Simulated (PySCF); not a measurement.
Computed properties of Cd(Cl)(NH2) (CdClH2N), SMILES [NH2][Cd][Cl]

CdClH₂N, SMILES [NH2][Cd][Cl]. Geometry: B3LYP-D3(BJ)/def2-TZVP. The def2 effective core potentials stand for the cores of Cd; spin–orbit coupling is left out. The values are those of a single conformer. All values are computed for the isolated molecule unless a solvent is named; none is compared with measurement here.

**Structure.** The optimised structure has Cs symmetry. All 9 harmonic modes at B3LYP-D3(BJ)/def2-TZVP (PySCF) are real, so it is a minimum. With heavy atoms numbered as in [Cd:1]([Cl:2])[NH2:3], the shortest bond between them is Cd1–N3 at 2.026 Å and the longest Cd1–Cl2 at 2.297 Å.

**Vibrations.** The strongest infrared lines (harmonic, unscaled, degenerate partners summed) lie at 546 cm⁻¹ (76 km/mol, N 76 %, Cd 15 %), 653 cm⁻¹ (67 km/mol, H 84 %, N 13 %), 346 cm⁻¹ (20 km/mol, Cl 76 %, Cd 14 %, N 9 %). The softest mode is at 113 cm⁻¹ and the zero-point energy is 16.0 kcal/mol.

**Electronic structure.** PBE0/def2-TZVPD (PySCF) places the frontier levels at -7.48 and -1.54 eV, a gap of 5.94 eV, and gives a dipole moment of 2.63 D and a mean polarisability of 55.4 bohr³.

**Excitations.** TDA-M06-2X/def2-SVPD (PySCF) has S1 at 4.93 eV (252 nm, f = 0.075, bright); the most intense of the 10 singlets computed lies at 4.93 eV (f = 0.07). T1 (TDA) is at 4.18 eV, 0.75 eV under S1. No vertical singlet excitation falls in the visible range (under 3.1 eV).
